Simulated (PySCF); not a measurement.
Isomers of C5H14OP2, from PySCF, PBE0-D3(BJ)/def2-SVP geometry optimisation, gas phase. One conformer each, no zero-point energy, no frequencies.

Problem. Which isomer lies lower at this level?
A. `[CH3:1][C:2]([CH3:3])([CH3:4])[P@:5]([CH3:6])(=[O:7])[PH2:8]` with C2–P5–P8–H 180° and 87°: A = 1714, B = 1180, C = 1051 MHz, dipole 3.03 D
B. `[CH3:1][CH2:2][P@@:3]([CH3:4])(=[O:5])[P:6]([CH3:7])[CH3:8]` with C1–C2–P3–C4 55°, C2–P3–P6–C7 -74°: A = 1750, B = 1139, C = 985.5 MHz, dipole 2.68 D

Solution. B. That is `CC[P@@](C)(=O)P(C)C`, 5.6 kcal/mol below the other.

```csv
SMILES,mapped SMILES,E (Eh),relative (kcal/mol),relative (kJ/mol),dipole (D)
CC[P@@](C)(=O)P(C)C,[CH3:1][CH2:2][P@@:3]([CH3:4])(=[O:5])[P:6]([CH3:7])[CH3:8],-955.95584,0.0,0.0,2.68
CC(C)(C)[P@](C)(=O)P,[CH3:1][C:2]([CH3:3])([CH3:4])[P@:5]([CH3:6])(=[O:7])[PH2:8],-955.94688,5.6,23.5,3.03
```
